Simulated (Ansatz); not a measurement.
Ansatz (a first-principles code) input (BLYP/def2-TZVPD):

Ansatz 0.2 input:
```yaml
crystal:
  periodic: [false, false, false]
  atoms:
    - {symbol: C, position_ang: [-1.41490674, -0.49297597, 1.19936498]}
    - {symbol: C, position_ang: [-0.80774279, -0.01814522, -0.12965632]}
    - {symbol: C, position_ang: [-1.79461691, 0.90581779, -0.84890219]}
    - {symbol: C, position_ang: [-0.49910516, -1.22655333, -1.01590636]}
    - {symbol: N, position_ang: [0.43542412, 0.73125978, 0.10874199]}
    - {symbol: Si, position_ang: [2.02352737, 0.10273288, 0.32125847]}
    - {symbol: H, position_ang: [-1.63470220, 0.36063040, 1.84415534]}
    - {symbol: H, position_ang: [-0.71704402, -1.14438588, 1.72780094]}
    - {symbol: H, position_ang: [-2.34425866, -1.04396310, 1.03800290]}
    - {symbol: H, position_ang: [-1.37850727, 1.24059348, -1.79974591]}
    - {symbol: H, position_ang: [-2.00832251, 1.78850758, -0.24067214]}
    - {symbol: H, position_ang: [-2.74068348, 0.39595396, -1.04000535]}
    - {symbol: H, position_ang: [-0.05800880, -0.91083026, -1.96190285]}
    - {symbol: H, position_ang: [0.19436208, -1.91444378, -0.52584661]}
    - {symbol: H, position_ang: [-1.41334430, -1.78203667, -1.22763660]}
    - {symbol: H, position_ang: [0.26230003, 1.62999685, 0.53463365]}
    - {symbol: H, position_ang: [2.57475721, -0.45746720, -0.93594759]}
    - {symbol: H, position_ang: [2.13041093, -0.97780386, 1.34107086]}
    - {symbol: H, position_ang: [2.85391839, 1.24930998, 0.75788045]}
basis:
  gaussian:
    orbitals: def2-TZVPD
hamiltonian:
  xc: {name: BLYP}
output: {forces: true}
```

End of the output:

```
integrals: 0.41 GiB planned
1813 factors; their error is unknown
0.62 GiB of the device are held for the grids
2.28 GiB of device memory are held for the factors and their scratch space
mean field: 2.60 GiB planned
mean field evaluation 1: about -13701.8917 eV, gradient 1.1e2 eV
mean field evaluation 2: about -13574.8351 eV, gradient 2.3e2 eV
mean field evaluation 4: about -13726.3259 eV, gradient 2.2e1 eV
mean field evaluation 8: about -13727.2980 eV, gradient 4.5e-1 eV
mean field evaluation 16: about -13727.2353 eV, gradient 6.6e-4 eV
mean field -13727.23524618 eV, -504.4665906427 hartree, gradient 1.5e-5 eV, S^2 0.000000; 0 other end points of the search recorded, 0 dependent functions left out
the calculation of the forces begins
reference -13727.23572250 eV, -504.4666081472 hartree; 29, 29 occupied and 316, 316 virtual orbitals, 1813 factors
Total energy: -13727.23572250 eV, -504.4666081472 hartree
Atom 0 at    -1.414907    -0.492976     1.199365 Å, force    -0.072976    -0.047910     0.126442 eV/Å
Atom 1 at    -0.807743    -0.018145    -0.129656 Å, force    -0.103266    -0.049429    -0.023141 eV/Å
Atom 2 at    -1.794617     0.905818    -0.848902 Å, force    -0.100505     0.083421    -0.070926 eV/Å
Atom 3 at    -0.499105    -1.226553    -1.015906 Å, force     0.011445    -0.109845    -0.083919 eV/Å
Atom 4 at     0.435424     0.731260     0.108742 Å, force     0.103199     0.073383    -0.105283 eV/Å
Atom 5 at     2.023527     0.102733     0.321258 Å, force     0.320047    -0.051524     0.052344 eV/Å
Atom 6 at    -1.634702     0.360630     1.844155 Å, force    -0.059429     0.157258     0.151854 eV/Å
Atom 7 at    -0.717044    -1.144386     1.727801 Å, force     0.109330    -0.138059     0.132104 eV/Å
Atom 8 at    -2.344259    -1.043963     1.038003 Å, force    -0.196340    -0.119758    -0.002734 eV/Å
Atom 9 at    -1.378507     1.240593    -1.799746 Å, force     0.058207     0.084776    -0.202605 eV/Å
Atom 10 at    -2.008323     1.788508    -0.240672 Å, force    -0.059985     0.189892     0.105195 eV/Å
Atom 11 at    -2.740683     0.395954    -1.040005 Å, force    -0.204442    -0.079954    -0.050858 eV/Å
Atom 12 at    -0.058009    -0.910830    -1.961903 Å, force     0.081852     0.033159    -0.209634 eV/Å
Atom 13 at     0.194362    -1.914444    -0.525847 Å, force     0.127490    -0.160462     0.069781 eV/Å
Atom 14 at    -1.413344    -1.782037    -1.227637 Å, force    -0.173320    -0.131582    -0.059841 eV/Å
Atom 15 at     0.262300     1.629997     0.534634 Å, force    -0.040181     0.330536     0.144220 eV/Å
Atom 16 at     2.574757    -0.457467    -0.935948 Å, force     0.075410    -0.056160    -0.123757 eV/Å
Atom 17 at     2.130411    -0.977804     1.341071 Å, force     0.038770    -0.117073     0.109155 eV/Å
Atom 18 at     2.853918     1.249310     0.757880 Å, force     0.084694     0.109331     0.041605 eV/Å
Dipole moment:    -0.276966     0.041602     0.020379 e Å
```
